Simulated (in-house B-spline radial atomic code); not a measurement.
V VI (V5+): [Ne] 3s2 3p6

All numbers are computed (non-relativistic PBEsol, spin-polarised, spherical fractional occupations; point nucleus) with a radial B-spline atomic code at the basis-set limit, not measured.

Z_r = [3n² - l(l+1)]/(2<r>); Z_e = n√(-2ε); the last column is Slater's effective charge. Values are occupation-weighted means over spin.

```tsv
shell	electrons	ε (eV)	<r> (bohr)	Z_r	Z_e	Slater
1s	2	-5399.3	0.06711	22.35	19.92	22.70
2s	2	-676.76	0.3111	19.28	14.11	18.85
2p	6	-583.8	0.2752	18.17	13.10	18.85
3s	2	-143.3	0.9123	14.80	9.74	11.75
3p	6	-117.17	0.9444	13.24	8.80	11.75
```

The least bound orbital is 3p at -117.2 eV, and it is also the most diffuse (<r> = 0.9444 bohr).

The density falls to 0.001 bohr⁻³ at 2.347 bohr; Σ<r²> = 8.9184 bohr² gives, by the non-relativistic formula and without the paramagnetism of open shells, a Langevin diamagnetic susceptibility of -7.063×10⁻⁶ cm³/mol.
